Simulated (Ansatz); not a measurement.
Al₇N₇H₂₀⁺, a nanocrystal cut from wurtzite AlN (hydrogen-capped), relaxed as a doublet with UKS PBE-D4/def2-SVP in Ansatz, starting from the PBE-D4/def2-SVP geometry of the neutral singlet. Force threshold 0.03 eV/Å.

In the charge 1 doublet, H26 and H32 lie 1.00 Å apart (atoms count from 1), so these atoms are partly bonded to each other.

Start:

Cartesian coordinates in Å:
```
Al -0.094 3.058 1.412
N 0.838 3.064 -0.340
N -0.582 1.151 1.552
Al -1.826 0.686 0.163
Al 0.987 1.353 -1.301
N -0.807 0.696 -1.459
N -2.259 -1.217 0.463
Al -0.851 -1.039 -2.399
Al 1.006 0.076 1.679
N 1.801 0.136 -0.063
N 0.367 -1.782 1.868
Al -0.785 -2.498 0.463
Al 2.017 -1.656 -0.864
N 0.150 -2.170 -1.154
H -1.428 3.938 1.236
H 1.008 3.409 2.528
H 0.377 3.750 -0.960
H 1.786 3.452 -0.210
H -1.078 1.109 2.460
H -3.187 1.521 0.135
H 1.774 1.617 -2.665
H -1.309 1.319 -2.117
H -2.877 -1.324 1.283
H -2.849 -1.476 -0.353
H -2.407 -1.539 -2.356
H -0.138 -0.931 -3.829
H 1.980 0.407 2.900
H 2.782 0.440 0.071
H -0.017 -1.940 2.813
H 1.233 -2.355 1.831
H -1.271 -3.988 0.770
H 2.843 -1.572 -2.235
H 2.601 -2.616 0.324
H 0.219 -3.079 -1.646
```

(1) Estimate the energy that the relaxation releases and the steps that it takes.

(2) Does the start keep its bonding and symmetry?

(3) Predict the relaxed structure.

Results:

(1) 0.81 eV, in 13 steps; 65 s on 2 threads of AMD EPYC 7R13 on a shared host and a share (18 GiB) of an NVIDIA H100 80GB HBM3. No frequencies were taken in this run, so the end may be a saddle point.

(2) By distances, no bond broke or formed. The bond that changes most is Al8–H26, from 1.60 to 1.88 Å (atoms count from 1). A close non-bonded pair moves further: H26–H32, from 3.44 to 1.00 Å. Point group Cs at the start, Cs at the end, both within 0.05 Å.

(3) 
```xyz
34

Al   -0.108    3.071    1.442
N     0.830    3.067   -0.324
N    -0.579    1.132    1.538
Al   -1.842    0.699    0.171
Al    0.985    1.391   -1.283
N    -0.799    0.644   -1.471
N    -2.308   -1.195    0.541
Al   -0.744   -1.066   -2.340
Al    1.012    0.085    1.698
N     1.789    0.088   -0.087
N     0.335   -1.765    1.955
Al   -0.864   -2.511    0.605
Al    1.907   -1.636   -0.921
N     0.075   -2.246   -1.044
H    -1.464    3.893    1.234
H     1.012    3.356    2.548
H     0.367    3.763   -0.933
H     1.775    3.465   -0.184
H    -1.074    1.097    2.449
H    -3.172    1.554    0.041
H     1.761    1.570   -2.661
H    -1.316    1.254   -2.133
H    -2.846   -1.211    1.426
H    -3.015   -1.506   -0.150
H    -2.061   -1.572   -3.074
H     0.925   -0.999   -3.209
H     2.059    0.426    2.840
H     2.776    0.374    0.056
H    -0.110   -1.800    2.889
H     1.144   -2.402    2.075
H    -1.343   -3.993    0.904
H     1.792   -1.185   -2.745
H     2.993   -2.659   -0.369
H     0.110   -3.184   -1.486
```
Bond lengths (bridged metal pairs left out): 18 × Al–N 1.91 to 2.00 Å; 10 × H–N 1.03 to 1.04 Å; 8 × Al–H 1.59 to 1.60 Å.
